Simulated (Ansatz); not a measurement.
The cluster Si6W⁺: single points at one geometry.

```yaml
crystal:
  periodic: [false, false, false]
  atoms:
    - {symbol: W, position_ang: [-0.284035, -0.392104, -1.131706]}
    - {symbol: Si, position_ang: [2.157172, -0.553029, -0.574316]}
    - {symbol: Si, position_ang: [2.893788, -0.633858, 1.639854]}
    - {symbol: Si, position_ang: [-1.647804, 0.003319, 1.047215]}
    - {symbol: Si, position_ang: [-2.738041, -0.087233, -1.090702]}
    - {symbol: Si, position_ang: [-1.025034, 1.822487, -1.054618]}
    - {symbol: Si, position_ang: [0.643953, -0.159592, 1.164263]}
basis:
  gaussian: {orbitals: def2-TZVP, initial_orbitals: start.molden}
total_charge: 1
magnetization: {spin_polarized: true, initial_magnetization: 1}
hamiltonian: {xc: hf}
scf: {omitted_lower_state_checks: [starts]}
output: {orbitals: {seedname: orbitals}}
```

The file start.molden holds the orbitals of an earlier run on this structure, at another level or in another basis.

```sh
$ ansatz run in.yaml --threads 4 --pin off --events-out ev --progress --plain --max-ram 4787MiB
```

Shortened log:

```
Functional definition: HF
2357 factors; their error is unknown
mean field evaluation 1: about -48966.7190 eV, gradient 3.0e1 eV
mean field evaluation 2: about -48968.1633 eV, gradient 2.2e0 eV
mean field evaluation 4: about -48968.7999 eV, gradient 9.3e-1 eV
mean field evaluation 8: about -48969.8303 eV, gradient 4.8e-1 eV
mean field evaluation 16: about -48969.8305 eV, gradient 6.9e-6 eV
mean field -48969.83050200 eV, -1799.6080780051 hartree, gradient 6.9e-6 eV, S^2 2.641422; 0 other end points of the search recorded, 0 dependent functions left out
reference -48969.83050200 eV, -1799.6080780051 hartree; 49, 48 occupied and 213, 214 virtual orbitals, 2357 factors
Total energy: -48969.83050200 eV, -1799.6080780051 hartree
Checks for a lower state left out: starts
```

Hardware: 4 threads of Arm Neoverse V2 on a shared host. Wall time 82 s, peak host memory 1.3 GiB.

The first input with `hamiltonian: {xc: pbe, dispersion: d4}`, `output: {forces: true, orbitals: {seedname: orbitals}}` (abridged; 11 s):

```
Functional definition: PBE
mean field -49061.35349924 eV, -1802.9714861173 hartree, gradient 2.5e-5 eV, S^2 0.761699
Total energy: -49062.00792630 eV, -1802.9955358682 hartree
Atom 0 force     0.031199     0.114021     0.169142 eV/Å
Atom 1 force    -0.160600     0.011009     0.129648 eV/Å
Atom 2 force    -0.093097     0.021171    -0.106464 eV/Å
Atom 3 force     0.046195     0.007179    -0.146976 eV/Å
Atom 4 force     0.165831     0.062806     0.063327 eV/Å
Atom 5 force    -0.019436    -0.210587     0.057086 eV/Å
Atom 6 force     0.029907    -0.005598    -0.165762 eV/Å
Dipole moment:     0.184454    -0.033742     0.074666 e Å
Checks for a lower state left out: starts
```

First input, but with `gaussian: {orbitals: def2-SVP, initial_orbitals: start.molden}`, `hamiltonian: {xc: pbe, dispersion: d4}` (abridged; 4.7 s):

```
Functional definition: PBE
mean field -49044.43273656 eV, -1802.3496595580 hartree, gradient 1.5e-5 eV, S^2 0.759508
Total energy: -49045.08716365 eV, -1802.3737093100 hartree
Checks for a lower state left out: starts
```

As the first input, with `gaussian: {orbitals: def2-SVP, initial_orbitals: start.molden}`, `correlation: {method: ccsd_t}`, `scf: {omitted_lower_state_checks: [starts, cluster_reference]}` and without the key `hamiltonian` (abridged; 69 s):

```
Functional definition: HF
mean field -48952.60253743 eV, -1798.9749619849 hartree, gradient 2.5e-6 eV, S^2 2.659496
30 core orbitals not correlated: weight in the atoms' cores, before any rotation towards them, 1.000 or more for the frozen orbitals, at most 0.000 for the correlated occupied ones
second order -23.04761947 eV of doubles, -0.00000000 eV of singles
cycle   1  -20.89948749 eV  change     2.1e0 eV  update   3.5e-1
cycle   2  -22.68547834 eV  change    -1.8e0 eV  update   1.6e-1
cycle   3  -23.25139737 eV  change   -5.7e-1 eV  update   1.1e-1
cycle   4  -23.54102553 eV  change   -2.9e-1 eV  update   7.4e-2
cycle   5  -23.73179868 eV  change   -1.9e-1 eV  update   4.9e-2
cycle   6  -23.83373299 eV  change   -1.0e-1 eV  update   2.7e-2
cycle   7  -23.84909183 eV  change   -1.5e-2 eV  update   1.5e-2
cycle   8  -23.87184335 eV  change   -2.3e-2 eV  update   9.3e-3
cycle   9  -23.89727806 eV  change   -2.5e-2 eV  update   6.4e-3
cycle  10  -23.88793571 eV  change    9.3e-3 eV  update   4.3e-3
cycle  11  -23.89049092 eV  change   -2.6e-3 eV  update   3.2e-3
cycle  12  -23.89197623 eV  change   -1.5e-3 eV  update   2.4e-3
cycle  13  -23.89130535 eV  change    6.7e-4 eV  update   1.8e-3
cycle  14  -23.89111095 eV  change    1.9e-4 eV  update   1.3e-3
cycle  15  -23.89243631 eV  change   -1.3e-3 eV  update   8.2e-4
cycle  16  -23.89149801 eV  change    9.4e-4 eV  update   5.7e-4
cycle  17  -23.89132564 eV  change    1.7e-4 eV  update   4.1e-4
cycle  18  -23.89162865 eV  change   -3.0e-4 eV  update   2.5e-4
cycle  19  -23.89201961 eV  change   -3.9e-4 eV  update   1.7e-4
cycle  20  -23.89229419 eV  change   -2.7e-4 eV  update   1.0e-4
cycle  21  -23.89240886 eV  change   -1.1e-4 eV  update   7.5e-5
cycle  22  -23.89235762 eV  change    5.1e-5 eV  update   5.1e-5
cycle  23  -23.89233297 eV  change    2.5e-5 eV  update   3.7e-5
cycle  24  -23.89228303 eV  change    5.0e-5 eV  update   2.5e-5
cycle  25  -23.89227812 eV  change    4.9e-6 eV  update   1.7e-5
perturbative correction -2.15228574 eV, -0.0790950422 hartree
Total energy: -48978.64710129 eV, -1799.9320820531 hartree
Checks for a lower state left out: starts, cluster_reference
```

First input, but with `gaussian: {orbitals: def2-SVP, initial_orbitals: start.molden}`, `hamiltonian: {xc: pbe0, dispersion: d4}` (abridged; 7.5 s):

```
Functional definition: PBE0
mean field -49046.06200159 eV, -1802.4095339434 hartree, gradient 2.6e-5 eV, S^2 0.790666
Total energy: -49046.63068337 eV, -1802.4304326136 hartree
Checks for a lower state left out: starts
```

First input, but with `hamiltonian: {xc: pbe0, dispersion: d4}` (abridged; 27 s):

```
Functional definition: PBE0
mean field -49062.97258777 eV, -1803.0309865232 hartree, gradient 1.8e-5 eV, S^2 0.797178
Total energy: -49063.54126891 eV, -1803.0518851699 hartree
Checks for a lower state left out: starts
```

The first input with `hamiltonian: {xc: {name: revPBE}, dispersion: d4}` (abridged; 9 s):

```
Functional definition: revPBE
mean field -49076.20238652 eV, -1803.5171726600 hartree, gradient 2.5e-5 eV, S^2 0.763900
Total energy: -49077.45866457 eV, -1803.5633400266 hartree
Checks for a lower state left out: starts
```

Geometry: PBE-D4/def2-SVP.

In the def2 sets W takes a core potential; there is no spin–orbit coupling. Correlated methods freeze 30 core orbitals; core or outer-core shells of W are correlated, in sets that lack core-valence functions. At HF/def2-TZVP, CCSD(T)/def2-SVP the charge 1 doublet is spin-contaminated (final ⟨S²⟩ up to 2.66, 0.75 for a pure state). At CCSD(T)/def2-SVP T1 of the charge 1 doublet is large (up to 0.094), so the single-reference result is doubtful. Another isomer (doublet) lies 1.65 eV lower at PBE0-D4/def2-TZVP; other spin states weren't run for this one.
